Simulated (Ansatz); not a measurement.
Isolated molecules relaxed with PBE0-D4/def2-TZVP in Ansatz; ΔE leaves out vibrations. CCSD(T)/CBS adds triple-zeta CCSD(T) − MP2 to the extrapolated MP2 energy (def2 sets, frozen cores). This one scheme is used for every species. Functionals use def2-TZVPP. For Br, Zn outer-core shells are correlated without core-valence functions, which leaves a few kJ/mol of doubt a bond. Scalar relativity is left out up to krypton.

Reaction (ligand exchange at a Zn–Br bond): `[Cl][Zn][Br]` + H–F → `[F][Zn][Cl]` + HBr

CCSD(T)/CBS gives +0.88 eV.

**Question.** Another level gave +0.77 eV. Which?
A. PBE0/def2-TZVPP
B. CCSD/def2-TZVPP
C. CAM-B3LYP-D4/def2-TZVPP
D. BLYP-D4/def2-TZVPP

**Answer.** C. CAM-B3LYP-D4 0.77, PBE0 0.89, CCSD/def2-TZVPP 0.84, BLYP-D4 0.70 eV.

Largest T1 diagnostic among the species: 0.016.

Leaving LDA and LC-ωPBE aside and taking each functional with its dispersion term where it has one, the values, not all of them listed here, spread over 0.23 eV, from BLYP-D4 to PBE-QIDH. LDA lies +0.04 eV from PBE without D4. At CCSD(T), def2-SVP lies −0.10 eV from the extrapolated value and def2-TZVPP −0.05 eV.
